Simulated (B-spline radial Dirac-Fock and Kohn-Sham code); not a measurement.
X-ray scattering factor of Ar¹⁰⁺

System: argon as Ar¹⁰⁺, [He] 2s2 2p4.

The run's input, task.json:

```json
{"items": [{
  "Z": 18,
  "q": 10,
  "cfg": [[1, 0, 2], [2, 0, 2], [2, 1, 4]],
  "A": 40,
  "rrms": 3.4274,
  "do": ["scatter"],
  "s": [0.0, 0.05, 0.1, 0.15, 0.2, 0.25, 0.3, 0.35, 0.4, 0.45, 0.5, 0.6, 0.7, 0.8, 0.9, 1.0, 1.1, 1.2, 1.4, 1.6, 1.8, 2.0, 2.5, 3.0, 3.5, 4.0, 5.0, 6.0],
  "pz": [0, 0.1, 0.2, 0.3, 0.4, 0.5, 0.6, 0.8, 1.0, 1.2, 1.4, 1.6, 1.8, 2.0, 2.5, 3.0, 4.0, 5.0, 7.0, 10.0, 15.0, 20.0, 30.0, 40.0, 60.0, 100.0],
  "hv_scatter": [1000, 2000, 17479.3, 30000, 50000, 100000, 200000, 500000]
}]}
```

Command: `python xray_run.py task.json out`

Calculated with an atomic code on a B-spline grid, using Dirac-Fock orbitals of the configuration average with a finite nucleus. f₀ is the Fourier transform of the spherical electron density, S the Waller-Hartree incoherent function, and s = sin θ/λ.

| s (Å⁻¹) | f₀ | S |
| --- | --- | --- |
| 0 | 8.000 | 0.000 |
| 0.05 | 7.982 | 0.023 |
| 0.1 | 7.929 | 0.090 |
| 0.15 | 7.842 | 0.200 |
| 0.2 | 7.722 | 0.349 |
| 0.25 | 7.572 | 0.536 |
| 0.3 | 7.394 | 0.754 |
| 0.35 | 7.191 | 0.998 |
| 0.4 | 6.968 | 1.265 |
| 0.45 | 6.727 | 1.547 |
| 0.5 | 6.472 | 1.841 |
| 0.6 | 5.935 | 2.440 |
| 0.7 | 5.385 | 3.029 |
| 0.8 | 4.846 | 3.580 |
| 0.9 | 4.335 | 4.079 |
| 1 | 3.866 | 4.517 |
| 1.1 | 3.446 | 4.894 |
| 1.2 | 3.077 | 5.212 |
| 1.4 | 2.489 | 5.703 |
| 1.6 | 2.075 | 6.048 |
| 1.8 | 1.790 | 6.301 |
| 2 | 1.596 | 6.498 |
| 2.5 | 1.315 | 6.874 |
| 3 | 1.140 | 7.167 |
| 3.5 | 0.989 | 7.400 |
| 4 | 0.848 | 7.577 |
| 5 | 0.604 | 7.798 |
| 6 | 0.423 | 7.904 |

f₀ starts at the number of electrons, 8, and has fallen to half at s ≈ 0.97 Å⁻¹. The sum of ⟨r²⟩ over the electrons is 0.9679 bohr².
